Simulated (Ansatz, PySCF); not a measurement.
CH₂ClFO₂Si, SMILES O=CO[Si@@H](F)Cl. Atoms are numbered in the order given.

```xyz
8

O      1.9845     0.3818     0.8900
C      2.0456    -0.2675    -0.1109
O      0.9764    -0.7748    -0.7687
Si    -0.6357    -0.5597    -0.3362
F     -0.8867    -1.1840     1.1253
Cl    -1.1318     1.4211    -0.3240
H      2.9815    -0.5447    -0.6387
H     -1.4126    -1.3042    -1.3336
```

Geometry optimised at B3LYP-D3(BJ)/def2-SVP. The structure was generated by enumeration; whether it is a known compound was not checked. The values are those of a single conformer.

Two levels are set side by side: PBE-D3(BJ)/def2-SVP (Ansatz, a quantum-chemistry and plane-wave program) and B3LYP-D3(BJ)/def2-SVP (Ansatz). Each level has its own optimised geometry; the coordinates shown are those of the second. Frequencies come from the Hessian of PySCF at each geometry. Differences are taken from unrounded values.

```csv
quantity,B3LYP-D3(BJ),PBE-D3(BJ),PBE-D3(BJ) minus B3LYP-D3(BJ)
mean bond length (Å),1.494,1.506,0.011
bond O1–C2 (Å),1.195,1.205,0.010
bond C2–O3 (Å),1.354,1.363,0.009
bond O3–Si4 (Å),1.683,1.701,0.018
bond Si4–F5 (Å),1.609,1.621,0.012
bond Si4–Cl6 (Å),2.042,2.047,0.005
bond C2–H7 (Å),1.110,1.119,0.010
bond Si4–H8 (Å),1.467,1.482,0.015
highest harmonic wavenumber (cm⁻¹),3048,2963,-85
mean harmonic wavenumber (cm⁻¹),932,900,-32
zero-point energy (kcal/mol),23.99,23.17,-0.82
```

GGA bonds tend to be longer and softer than those of functionals with exact exchange. Differences between two approximate levels are no errors against the true value.
